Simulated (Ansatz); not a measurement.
CH3AlFNS, SMILES `N[C]1(F)[AlH][S]1` at its PBE0-D4/def2-TZVP geometry, where that method's forces vanish. Total charge 0; spin multiplicity 1.

```xyz
8

N    -0.5468   -0.9019    1.0127
C    -0.1135   -0.4132   -0.2430
F    -0.5870   -1.2768   -1.2074
Al    0.5048    1.3232   -0.8603
S     1.7814   -0.2930   -0.3056
H    -1.5227   -0.6950    1.1844
H     0.0225   -0.5601    1.7715
H     0.4613    2.8167   -1.3523
```

(1) What forces (eV/Å) does B3LYP-D4/def2-TZVPP give on these atoms in Ansatz? (An estimate is asked.)

## Answers

(1) The calculation gave: 
```
N1  -0.085 -0.035  0.207
C2  -0.040  0.290  0.093
F3  -0.171 -0.272 -0.317
Al4 -0.065  0.205 -0.076
S5   0.397 -0.058  0.005
H6  -0.005 -0.019  0.032
H7  -0.032 -0.018  0.025
H8   0.001 -0.092  0.032
```

B3LYP here is the variant with VWN-RPA as its local correlation; programs differ in this.
